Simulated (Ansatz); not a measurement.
Job for Ansatz (an electronic-structure program): R-r2SCAN/def2-TZVPPD on C2H9AlO (a complex), monomers drawn apart or pushed together. Files ending in .json are basis or fitting sets from the Basis Set Exchange.

Ansatz 0.2 input:
```yaml
crystal:
  periodic: [false, false, false]
  atoms:
    - {symbol: Al, position_ang: [0.07526809, -0.21232265, 0.65208523]}
    - {symbol: H, position_ang: [-1.44492903, -0.37966063, 0.19925407]}
    - {symbol: H, position_ang: [0.73711429, 1.20981120, 0.36304700]}
    - {symbol: H, position_ang: [1.01513339, -1.50009040, 0.62713314]}
    - {symbol: C, position_ang: [0.31744950, -0.92825782, 4.36344408]}
    - {symbol: O, position_ang: [-0.25978031, -0.03572815, 3.40344255]}
    - {symbol: C, position_ang: [-1.06116926, 1.00667759, 3.97152115]}
    - {symbol: H, position_ang: [-0.47605954, -1.42013919, 4.92935297]}
    - {symbol: H, position_ang: [0.96827854, -0.36887969, 5.03826060]}
    - {symbol: H, position_ang: [0.89235739, -1.66026959, 3.80503576]}
    - {symbol: H, position_ang: [-1.89434040, 0.56913514, 4.52419735]}
    - {symbol: H, position_ang: [-1.43740009, 1.60838168, 3.14907386]}
    - {symbol: H, position_ang: [-0.44828699, 1.62168618, 4.63274014]}
basis:
  gaussian:
    orbitals: def2-TZVPPD.json
hamiltonian:
  xc: {name: r2SCAN}
scf: {lower_state_search: off}
```

It printed:

```
WARN ansatz: RAYON_NUM_THREADS=1 ignored (pool sized by the plan → 1); use --threads N
Functional definition: r2SCAN
these checks for a lower state are left out or cut short: stability, starts, cluster_reference, orbital_swaps, neighbouring_geometries, increment
integrals: 0.27 GiB planned
1364 factors; their error is unknown
mean field: 1.96 GiB planned
mean field evaluation 1: about -10855.0129 eV, gradient 5.6e1 eV
mean field evaluation 2: about -10849.0221 eV, gradient 7.7e1 eV
mean field evaluation 4: about -10862.2012 eV, gradient 5.0e0 eV
mean field evaluation 8: about -10862.2523 eV, gradient 3.6e-2 eV
mean field evaluation 16: about -10862.2103 eV, gradient 8.5e-5 eV
mean field -10862.21026638 eV, -399.1788646188 hartree, gradient 9.1e-6 eV, S^2 0.000000; 0 other end points of the search recorded, 0 dependent functions left out
reference -10862.21028389 eV, -399.1788652623 hartree; 21, 21 occupied and 294, 294 virtual orbitals, 1364 factors
Total energy: -10862.21028389 eV, -399.1788652623 hartree
Checks for a lower state left out: stability, starts, cluster_reference, orbital_swaps, neighbouring_geometries, increment
```

The run converged.

Cost: about 8 core-seconds (a rough figure).
